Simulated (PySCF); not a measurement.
In(H)2(SiMe3), C3H11InSi, SMILES [Si](C)(C)([InH2])C, GFN2-xTB optimised geometry.

```
16

In    -1.18    -1.90    -2.15
H     -1.64    -3.63    -2.29
H     -1.49    -1.15    -3.75
Si    -0.30    -0.69     0.00
C     -0.95     1.11     0.00
C      1.62    -0.69     0.00
C     -0.95    -1.62     1.54
H     -0.55     1.71     0.81
H     -0.69     1.61    -0.93
H     -2.04     1.12     0.09
H      2.00    -0.18    -0.89
H      2.00    -1.71    -0.01
H      2.04    -0.18     0.87
H     -0.69    -2.68     1.48
H     -2.04    -1.56     1.59
H     -0.55    -1.23     2.47
```

Density from CAM-B3LYP/def2-TZVP, def2 effective core potentials past Kr run with PySCF at that geometry. The core electrons that the potentials of In replace are not part of the density.

Minimum of the electron density along straight lines between bonded atoms, close to the bond critical point (lines longer than 1.1 times the sum of covalent radii, or with two minima, are not listed):

| bond | length / Å | ρ at the minimum / e bohr⁻³ | ∇²ρ there / e bohr⁻⁵ | position (fraction from the first atom) |
|---|---|---|---|---|
| In1–H2 | 1.793 | 0.092 | 0.10 | 0.63 |
| In1–H3 | 1.793 | 0.092 | 0.10 | 0.63 |
| In1–Si4 | 2.625 | 0.068 | -0.04 | 0.51 |
| Si4–C5 | 1.917 | 0.115 | 0.12 | 0.39 |
| Si4–C6 | 1.919 | 0.115 | 0.12 | 0.39 |
| Si4–C7 | 1.916 | 0.115 | 0.12 | 0.39 |
| C5–H8 | 1.086 | 0.276 | -0.93 | 0.64 |
| C5–H9 | 1.088 | 0.275 | -0.92 | 0.64 |
| C5–H10 | 1.088 | 0.274 | -0.92 | 0.64 |
| C6–H11 | 1.088 | 0.275 | -0.92 | 0.64 |
| C6–H12 | 1.088 | 0.274 | -0.92 | 0.64 |
| C6–H13 | 1.086 | 0.275 | -0.93 | 0.64 |
| C7–H14 | 1.088 | 0.275 | -0.92 | 0.64 |
| C7–H15 | 1.088 | 0.274 | -0.92 | 0.64 |
| C7–H16 | 1.086 | 0.276 | -0.93 | 0.64 |
